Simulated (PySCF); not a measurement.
## A search over the determinants of KBe

Unrestricted PBE0; PySCF, no relativity, basis sets K pcseg-2, Be pcseg-2. Outer shells of the fragments: K 4s1; Be 2s2.

Followed along the bond (rough minima from three points):

| 2Ms+1 | unpaired | ⟨S²⟩ at the start | R at minimum (Å) | Te (eV) |
| --- | --- | --- | --- | --- |
| 2 | σ ↑ | 0.77 | 3.41 | 0.00 |
| 2 | π ↑ | 0.75 | 2.90 | 0.60 |
| 4 | σ ↑↑, π ↑ | 3.75 | 3.25 | 2.18 |

Solutions found at the starting distance of 2.905 Å, counted from the lowest of them; the search is not exhaustive and high or unbound solutions are not listed, so other states can lie among these:

```tsv
2Ms+1	unpaired	term	E (eV)	⟨S²⟩	⟨Lz²⟩	μ (D)
2	σ ↑	²Σ⁺	0.00	0.77	0.00	-3.52
2	π ↑	²Π	0.45	0.75	1.00	-8.18
4	σ ↑↑, π ↑	⁴Π	2.10	3.75	1.00	-6.72
4	σ ↑, π ↑↑	⁴Σ⁻	2.36	3.75	0.00	-8.71
4	σ ↑↑↑	⁴Σ⁺	3.03	3.75	0.00	3.43
2	σ ↑↑, π ↓	mixed	3.05	1.75	1.00	-6.97
2	σ ↑, π ↑↓	mixed	3.26	1.75	2.00	-7.97
2	σ ↑	mixed	3.76	0.91	2.00	-6.52
4	σ ↑, π ↑↑	mixed	4.49	3.75	2.00	2.92
```

A term symbol is given only where ⟨S²⟩ and ⟨Lz²⟩ are close to those of a pure state; real π, δ and φ orbitals otherwise mix terms. A positive dipole means K(−)Be(+).

Question: Compare the gap between the two lowest followed solutions at the starting distance with the gap between their minima.

Answer: At PBE0 the second solution (doublet, unpaired electrons π ↑) lies +0.45 eV from the first (doublet, unpaired electrons σ ↑) at 2.905 Å and +0.60 eV at the minima; the two curves relax by different amounts, since their minima lie near 2.90 and 3.41 Å.

Counting both spins, an empty level lies below a filled one in some of these solutions, because spin and occupation are held.
